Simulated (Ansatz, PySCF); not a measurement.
Pb(Cl)2 anion (Cl₂Pb), SMILES [Cl][Pb][Cl] (connectivity only; charge and spin as stated), charge -1, multiplicity 2. Atoms are numbered in the order given.

```xyz
3

Pb     0.0000     0.0000     0.4865
Cl     0.0000    -2.0748    -1.1638
Cl     0.0000     2.0748    -1.1638
```
Charge -1, spin multiplicity 2.

Coordinates come from a PBE0-D3(BJ)/def2-SVPD optimisation. The multiplicity is an assumed one; other spin states were not compared. The isomer is the one that the SMILES or the coordinates give; other isomers of the formula were not compared. The def2 effective core potentials stand for the cores of Pb; spin–orbit coupling is left out.

Two levels are set side by side: PBE-D3(BJ)/def2-SVPD (Ansatz, an electronic-structure program) and PBE0-D3(BJ)/def2-SVPD (Ansatz). Each level has its own optimised geometry; the coordinates shown are those of the second. Frequencies come from the Hessian of PySCF at each geometry. Differences are taken from unrounded values.

| quantity | PBE0-D3(BJ) |
|---|---|
| mean bond length (Å) | 2.651 |
| bond Pb1–Cl2 (Å) | 2.651 |
| bond Pb1–Cl3 (Å) | 2.651 |
| highest harmonic wavenumber (cm⁻¹) | 244 |
| mean harmonic wavenumber (cm⁻¹) | 179 |
| zero-point energy (kcal/mol) | 0.77 |

Q: What does PBE-D3(BJ) give, and how far is it from PBE0-D3(BJ)? (Estimate from the structure and the level; the computed values follow.)

A: 
```
quantity                            PBE-D3(BJ)  PBE-D3(BJ) minus PBE0-D3(BJ)
----------------------------------  ----------  ----------------------------
mean bond length (Å)                     2.675                         0.024
bond Pb1–Cl2 (Å)                         2.675                         0.024
bond Pb1–Cl3 (Å)                         2.675                         0.024
highest harmonic wavenumber (cm⁻¹)         234                            -9
mean harmonic wavenumber (cm⁻¹)            172                            -7
zero-point energy (kcal/mol)              0.74                         -0.03
```

GGA bonds tend to be longer and softer than those of functionals with exact exchange. Differences between two approximate levels are no errors against the true value.
